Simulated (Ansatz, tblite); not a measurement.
Spin states of the cluster GeF₂⁺ (the lowest doublet isomer of a short search), each relaxed with PBE-D4/def2-TZVP in Ansatz. Electronic energies in the gas phase.

The xTB rows come from tblite. Correlated methods freeze 11 core orbitals; core or outer-core shells of Ge are correlated, in sets that lack core-valence functions. In CCSD on the charge 1 quartet the largest single amplitude is 0.27, so its Hartree–Fock determinant may place the open shell otherwise than the density functionals do. The structure comes from a short search, and lower isomers may exist.

Doublet geometry (C2v within 0.1 Å):

```xyz
3

Ge    0.120   -0.480   -0.320
F    -0.809   -0.581    1.109
F     0.689    1.061   -0.788
```

Quartet geometry (C2v within 0.1 Å):

```xyz
3

Ge   -0.222   -0.034    0.988
F     1.152   -0.064   -0.263
F    -0.930    0.098   -0.725
```

⟨S²⟩: doublet 0.76 at PBE0-D4/def2-TZVP (pure 0.75), quartet 3.76 at PBE0-D4/def2-TZVP (pure 3.75).

Run but left out: HF/STO-3G, HF/def2-TZVP, HF/def2-TZVPP, MP2/def2-TZVP, MP2/def2-TZVPP (quartet: a determinant that CCSD turns far, T1 0.051).

Only these spin states were relaxed.

Question: Estimate which spin state lies lowest at each of these levels, and by how much: GFN1-xTB; revPBE-D4/def2-TZVP; r2SCAN-D4/def2-TZVP; PBE0-D4/def2-TZVP; CAM-B3LYP-D4/def2-TZVP; ωB97X-V/def2-TZVP; B2PLYP/def2-TZVP; CCSD/def2-TZVPP.

Answer: 
```csv
level,quartet − doublet (kcal/mol),lowest of these,remarks
GFN1-xTB,148.0,doublet,–
revPBE-D4/def2-TZVP,133.7,doublet,–
r2SCAN-D4/def2-TZVP,135.3,doublet,–
PBE0-D4/def2-TZVP,140.7,doublet,–
CAM-B3LYP-D4/def2-TZVP,145.7,doublet,–
ωB97X-V/def2-TZVP,147.3,doublet,–
B2PLYP/def2-TZVP,148.7,doublet,–
CCSD/def2-TZVPP,149.8,doublet,large T1 (0.051) (quartet)
```

The xTB methods have no spin-polarisation term.
